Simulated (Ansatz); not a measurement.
Ansatz results at the PBE0-D4/def2-TZVP geometry: HOMO energy (ωB97M-V/def2-TZVPP) -10.77 eV; LUMO energy (PBE0/def2-TZVPP) 0.01 eV; HOMO–LUMO gap (PBE0/def2-TZVPP) 8.32 eV.

Each molecule was computed in one conformer, which needn't be the lowest.

(1) Which molecule gave them?
A. `O=C(O)C[SiH3]`
B. `CO[Si]OC`
C. `BCOC(F)=[Se]`
D. `[SiH3]OC1CO1`

## Answers

(1) A. The others give `CO[Si]OC`: -9.08, -0.87, 6.06; `[SiH3]OC1CO1`: -10.31, 0.47, 8.43; `BCOC(F)=[Se]`: -8.85, -2.09, 4.60.
